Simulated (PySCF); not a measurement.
## Electron correlation in K²⁺ (potassium, charge +2)

[Ne] 3s2 3p5, 2P determinant. Computed with PySCF 2.14 in aug-cc-pVDZ-X2C, with scalar relativity by spin-free X2C-1e. Frozen: [Ne] 3s2; 5 electrons correlated.

Total MP2 correlation energy: -2.03 mhartree.

Same-spin part -0.64 and opposite-spin part -1.39 mhartree; SCS-MP2 scales them by 1/3 and 6/5 to -1.88 mhartree.

```
  level  correlation energy (mhartree)
   CCSD                          -2.13
    (T)                           0.00
CCSD(T)                          -2.13
```

Diagnostics: T1 = 0.00044, D1 = 0.0007, largest double amplitude 0.006.

Is a single reference adequate?

Yes: T1 lies below 0.03 and no double amplitude reaches 0.07.
